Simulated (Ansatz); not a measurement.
`FC(F)=N[SiH3]` + `[OH][In]([F])[F]` → `[F][In]([F])[O][SiH3]` + `N=C(F)F` at 500 K and 1 bar (ligand exchange at the Si–N bond).

Gas-phase electronic energies from Ansatz, PBE0-D4/def2-TZVP geometries. CBS: MP2 limit from def2 TZ/QZ plus the TZ coupled-cluster correction, frozen cores. Elements past krypton have def2 core potentials. For In outer-core shells are correlated without core-valence functions, which leaves a few kJ/mol of doubt a bond. One conformer a species, not always the lowest.

```tsv
species	CCSD(T)/CBS energy (Eh)	H − E (kJ/mol)	S (J/(mol·K))
`FC(F)=N[SiH3]`	-583.21240	147.7	381.8
`[OH][In]([F])[F]`	-465.24461	78.5	375.8
`[F][In]([F])[O][SiH3]`	-755.56161	134.3	466.6
`N=C(F)F`	-292.91376	92.9	298.1
```

H − E and S are ideal-gas, rigid-rotor, harmonic terms from PBE0-D4/def2-TZVP, for one conformer and one mirror image of each species. 1 Eh = 2625.50 kJ/mol, R = 8.31446 J/(mol·K).

Q: By hand: ΔE, ΔH, ΔS and ΔG.

A: ΔE = (-755.56161) + (-292.91376) − (-583.21240) − (-465.24461) = -0.01836 Eh = -48.2 kJ/mol. Δ(H − E) = 134.3 + 92.9 − 147.7 − 78.5 = 1.0, so ΔH = -47.2 kJ/mol. ΔS = 466.6 + 298.1 − 381.8 − 375.8 = 7.1 J/(mol·K). ΔG = -47.2 − 500 × (7.1)/1000 = -50.8 kJ/mol.

Q: By hand: the equilibrium constant, and the temperature at which ΔG would vanish if ΔH and ΔS stayed fixed.

A: log₁₀ K = −ΔG/(RT ln 10) = 5.3. ΔH and −TΔS have one sign here, so there is no such temperature.

The number of gas molecules stays the same, so ΔS is small and ΔH decides. A doubt of 5 kJ/mol in ΔE shifts log₁₀ K by 0.5 here. Other conformers and mirror images would add mixing entropy, several J/(mol·K) or more a flexible species. Modes under 60 cm⁻¹, often nearly free rotors, make the harmonic entropy too high. These are equilibria of isolated gas molecules and say nothing of rates. Largest T1 diagnostic: 0.018 (customary marks: 0.02 for closed shells, 0.045 for open ones).

ΔS is within the doubt of such terms, so its sign, and with it that verdict, could turn.
